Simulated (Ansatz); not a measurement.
# Energy profile

The step: SiNH₅O₂ ([NH2][SiH]([OH])[OH]) → SiH₂O₂ ([OH][Si][OH]) + NH₃ (still joined by a long Si–N bond); bonds formed: N2–H3; bonds broken: Si1–H3; bonds weakened to dative contacts: Si1–N2 (atoms numbered as in the saddle structure below).

Si1  (-0.746, -0.067, 0.045)
N2  (0.915, -0.901, -0.130)
H3  (-0.237, -1.602, 0.196)
O4  (-0.321, 0.999, 1.249)
O5  (-1.005, 0.767, -1.354)
H6  (1.656, -0.773, 0.552)
H7  (1.261, -1.183, -1.039)
H8  (-0.992, 1.159, 1.914)
H9  (-0.530, 1.601, -1.432)
(Å)

Electronic energies by CCSD(T) at an estimated basis limit (MP2 extrapolated from triple and quadruple zeta, plus CCSD(T) − MP2 in triple zeta), on PBE0-D4/def2-TZVP structures; SiNH₅O₂, closed shell; no counterpoise correction. Computed with Ansatz 0.2.0 (basis: def2-TZVPP and def2-QZVPP); correlated methods freeze the cores. Extrapolation: Hartree–Fock as exp(−7.88 √X), correlation as X^−2.97.

Problem. Give the profile in eV, counted from the start structure. (Judge from chemistry; the value comes from the calculation.)

Solution. The calculation gives:
```
                                                                                                   point     eV
                                                                                         start structure  0.000
                                                                                                  saddle  3.413
                                                                                           end structure  1.709
separated: SiH₂O₂ (linked as [OH][Si][OH]; Si1, O4, O5, H8, H9; singlet) + NH₃ (N2, H3, H6, H7; singlet)  2.117
```

The T1 diagnostic stays at or below 0.015. The restricted Hartree–Fock reference is unstable towards an unrestricted one at one or more of these structures.

Losses and insertions of silylenes and their heavier kin drive the gas-phase chemistry of silicon and germanium vapour deposition.

For scale, one of the runs: CCSD(T)/def2-TZVPP, 205 basis functions, launched by `ansatz run in.yaml --threads 4 --pin off --events-out ev --progress --plain --max-ram 9574MiB`. Time: 48 s of wall clock on 4 CPU threads of an Intel Xeon; the host was shared. Peak host memory: 2.8 GiB.
